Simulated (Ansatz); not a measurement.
Stepwise reaction of `[SiH3][O][Cd][O][SiH3]` with ammonia, as a gas-phase model of exchange steps in deposition or etching. ΔE in kJ/mol.

Calculated with Ansatz (gas phase, PBE0-D4/def2-TZVP geometries, no zero-point term in ΔE). CBS: MP2 limit from def2 TZ/QZ plus the TZ coupled-cluster correction, frozen cores. This one scheme is used for every species. Functionals use def2-TZVPP. B3LYP here is the variant with VWN-RPA as its local correlation; programs differ in this. def2 core potentials past Kr. For Cd outer-core shells are correlated without core-valence functions, which leaves a few kJ/mol of doubt a bond. One conformer a species, not always the lowest.

```tsv
step	reaction	PBE-D4	B3LYP-D4	ωB97M-V	CCSD(T)/CBS
1	`[SiH3][O][Cd][O][SiH3]` + NH₃ → `[NH2][Cd][O][SiH3]` + `O[SiH3]`	24.9	31.8	31.5	32.1
```

Task: Give the row of step 2, `[NH2][Cd][O][SiH3]` + NH₃ → `[NH2][Cd][NH2]` + `O[SiH3]`. (An estimate is asked.)

Result: Computed: 
```csv
step,reaction,PBE-D4,B3LYP-D4,ωB97M-V,CCSD(T)/CBS
2,`[NH2][Cd][O][SiH3]` + NH₃ → `[NH2][Cd][NH2]` + `O[SiH3]`,37.0,43.8,42.8,43.0
```

Task: By hand: ΔE of the 2 steps together at CCSD(T)/CBS.

Result: (32.1) + (43.0) = 75.1 kJ/mol, or 37.5 kJ/mol a step.

In ΔE each step is higher than the one before. All are uphill at CCSD(T)/CBS. PBE-D4 differs from CCSD(T)/CBS by -7.2 to -6.0 kJ/mol a step. Isolated molecules leave out the surface, adducts and barriers. Largest T1 diagnostic: 0.015.
